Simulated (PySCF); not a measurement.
A side-by-side comparison of computed properties.

First species: C₇H₁₂NOP.
Z-matrix (Å and degrees, GFN2-xTB geometry), rows numbered from 1:
```
C 
O   1  1.4048
C   2  1.4044  1  113.44
P   3  1.8712  2  104.42  1  -172.87
C   4  1.8486  3   97.37  2   -67.64
N   4  1.7318  3   98.05  2  -169.06
C   6  1.3709  4  130.47  3    54.70
C   7  1.3626  6  108.93  4  -178.96
C   8  1.4131  7  107.30  6     0.05
C   9  1.3615  8  106.87  7    -0.05
H   1  1.0975  2  111.17  3   -60.95
H   1  1.0882  2  106.67  3   179.70
H   1  1.0970  2  111.24  3    60.31
H   3  1.1029  2  111.40  1    65.46
H   3  1.1023  2  111.27  1   -55.07
H   5  1.0887  4  111.99  3   -50.23
H   5  1.0881  4  107.61  3    70.07
H   5  1.0891  4  109.07  3  -171.78
H   7  1.0727  6  121.91  4     1.28
H   8  1.0726  7  126.32  6  -179.87
H   9  1.0723  8  126.42  7  -179.98
H  10  1.0727  6  120.15  4    -1.15
```

Second species: C₆H₁₂SSi.
Cartesian coordinates in Å at the GFN2-xTB level; atoms count from 1:
```
atom  x, y, z in Å
C1     2.074   -3.163   -0.465
C2     1.748   -2.367    0.376
Si3    1.247   -1.097    1.625
S4     1.120    0.852    0.734
C5    -0.410    0.885   -0.326
C6    -0.404   -0.295   -1.287
C7    -0.335    2.198   -1.097
C8    -1.639    0.869    0.573
H9     2.361   -3.869   -1.191
H10   -0.048   -1.495    2.177
H11    2.286   -0.921    2.626
H12    0.523   -0.316   -1.856
H13   -1.237   -0.205   -1.983
H14   -0.499   -1.239   -0.754
H15    0.567    2.228   -1.704
H16   -0.312    3.040   -0.409
H17   -1.201    2.300   -1.750
H18   -2.539    0.999   -0.027
H19   -1.587    1.679    1.298
H20   -1.721   -0.073    1.110
```

Levels: PBE0/pcSseg-1 for dipole moment, HOMO energy, LUMO energy and HOMO–LUMO gap; GFN2-xTB for rotational constant A and rotational constant C. Geometries: GFN2-xTB. All species are isolated and taken at one optimised geometry, non-relativistic unless stated; the electronic structure was computed with PySCF and density fitting.

Dipoles, sizes and rotational constants follow the conformer. The torsions of the flexible species, by atom-mapped SMILES:
- `[CH3:1][O:2][CH2:3][P:4]([CH3:5])[n:6]1[cH:7][cH:8][cH:9][cH:10]1`: C1–O2–C3–P4 -173°, O2–C3–P4–C5 -68°, C3–P4–N6–C7 55°
- `[CH:1]#[C:2][SiH2:3][S:4][C:5]([CH3:6])([CH3:7])[CH3:8]`: C2–Si3–S4–C5 73°, Si3–S4–C5–C6 -53°

Values for the first species:

* Dipole moment: 2.26 D
* HOMO energy: -6.20 eV
* LUMO energy: 0.60 eV
* HOMO–LUMO gap: 6.80 eV
* Rotational constant A: 2.511 GHz
* Rotational constant C: 0.579 GHz

Estimate the same properties for the second species, and the change in each.

```json
{"property": "dipole moment", "first": "2.26 D", "second": "1.93 D", "second less first": "-0.33 D"}
{"property": "HOMO energy", "first": "-6.20 eV", "second": "-6.86 eV", "second less first": "-0.66 eV"}
{"property": "LUMO energy", "first": "0.60 eV", "second": "-0.39 eV", "second less first": "-0.99 eV"}
{"property": "HOMO–LUMO gap", "first": "6.80 eV", "second": "6.47 eV", "second less first": "-0.33 eV"}
{"property": "rotational constant A", "first": "2.511 GHz", "second": "2.234 GHz", "second less first": "-0.277 GHz"}
{"property": "rotational constant C", "first": "0.579 GHz", "second": "0.799 GHz", "second less first": "+0.220 GHz"}
```

On the first: The dipole equals about 7.5 × 10⁻³⁰ C·m (1 D = 3.33564 × 10⁻³⁰ C·m). A dipole of 2.26 D is allowed in C1, and pure rotational transitions are dipole-allowed.

On the second: In atomic units the dipole is 0.76 e·bohr (1 au = 2.5417 D). A dipole of 1.93 D is allowed in C1, and pure rotational transitions are dipole-allowed.
